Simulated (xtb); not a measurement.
The multiplicity is imposed and other spin states were not computed.

Species: [Cu(CO)(H)] (charge 0, multiplicity 1).

Question: Give a relaxed geometry from GFN2-xTB run with xtb.

Answer: the end point of this relaxation.
Cartesian coordinates (Å) in one orientation:
```xyz
4

Cu    -0.135    -0.012    -0.080
O     -2.642    -0.249    -1.565
C     -1.667    -0.154    -0.988
H      1.141     0.102     0.677
```
